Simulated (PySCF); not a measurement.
Vertical excitations of a molecule C4H4ClF from TDA-CAM-B3LYP/def2-SVPD (PySCF), as energy in eV (oscillator strength): 5.03 (0.004), 6.49 (0.004), 6.80 (0.058), 6.88 (0.160), 7.00 (0.033), 7.23 (0.191), 7.76 (0.431), 7.98 (0.089), 8.02 (0.003), 8.13 (0.182). Lowest triplet (TDA): 4.26 eV. The structure is a stationary point at B3LYP-D3(BJ)/def2-SVP. The values are those of a single conformer.

Task: Identify the compound among the candidates.
A. C=C(F)/C=C\Cl
B. C=C=C(F)CCl
C. F[C@H]1C=C(Cl)C1
D. C=C=C[C@H](F)Cl

Result: B, C=C=C(F)CCl
